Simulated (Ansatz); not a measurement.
Cartesian coordinates in Å:
```
B 1.455 0.177 -1.361
C 0.387 0.047 -0.362
C -0.504 -0.061 0.472
N -1.454 -0.177 1.361
H 1.213 0.017 -2.522
H 2.570 0.444 -1.017
H -2.397 -0.402 1.090
H -1.270 -0.046 2.341
```

Charge 0, multiplicity 1.

(1) List the PBE/def2-TZVPP orbital energies in eV (the Gaussian-basis code of Ansatz). (Best estimate.)

Answers

(1) Ansatz gave: Occupied: -382.26, -270.01, -268.38, -176.31, -24.02, -18.23, -15.02, -14.16, -12.66, -9.51, -8.88, -8.30, -6.27, -5.99. Lowest empty: -2.04, -0.45, -0.12, 1.47, 1.53, 2.28, 2.46, 2.79.
